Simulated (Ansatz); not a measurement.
Ansatz (a first-principles code) input (B2PLYP/def2-TZVPD):

Ansatz 0.2 input:
```yaml
crystal:
  periodic: [false, false, false]
  atoms:
    - {symbol: Si, position_ang: [-2.20436540, 0.15637191, -0.57419282]}
    - {symbol: Si, position_ang: [0.04754154, -0.00337247, 0.01238362]}
    - {symbol: Cl, position_ang: [0.97738129, -1.48102291, -1.07313114]}
    - {symbol: Cl, position_ang: [0.24767075, -0.44921664, 2.00927277]}
    - {symbol: Cl, position_ang: [1.02005658, 1.77097742, -0.35133603]}
    - {symbol: H, position_ang: [-2.85752379, -1.13893195, -0.28419845]}
    - {symbol: H, position_ang: [-2.82179305, 1.23690870, 0.22564971]}
    - {symbol: H, position_ang: [-2.29199569, 0.46748730, -2.01781772]}
basis:
  gaussian:
    orbitals: def2-TZVPD
hamiltonian:
  xc: {name: B2PLYP}
magnetization: {spin_polarized: true, initial_magnetization: 2}
correlation: {electrons: outside_noble_gas}
```

End of the output:

```
1.45 GiB of device memory are held for the factors and their scratch space
mean field: 2.74 GiB planned
mean field evaluation 1: about -53345.7550 eV, gradient 1.2e1 eV
mean field evaluation 2: about -53345.9101 eV, gradient 1.2e1 eV
mean field evaluation 4: about -53346.7581 eV, gradient 2.5e0 eV
mean field evaluation 8: about -53346.8277 eV, gradient 2.5e-1 eV
mean field evaluation 16: about -53346.8369 eV, gradient 6.4e-3 eV
mean field evaluation 32: about -53347.4229 eV, gradient 2.1e-2 eV
mean field evaluation 64: about -53347.4233 eV, gradient 6.0e-4 eV
mean field evaluation 96: about -53347.4230 eV, gradient 5.9e-2 eV
mean field -53347.42327288 eV, -1960.4816450963 hartree, gradient 2.6e-6 eV, S^2 2.008863; 8 other end points of the search recorded, 0 dependent functions left out
25 core orbitals not correlated
reference -53347.42349464 eV, -1960.4816532455 hartree; 17, 15 occupied and 209, 211 virtual orbitals, 1565 factors
second order -26.67924402 eV of doubles, -0.00000000 eV of singles
Total energy: -53354.62689052 eV, -1960.7463731617 hartree
```

This state (charge 0, triplet) is run at the relaxed geometry of the species with charge 0 and multiplicity 1, and is a spin state other than that species' own.
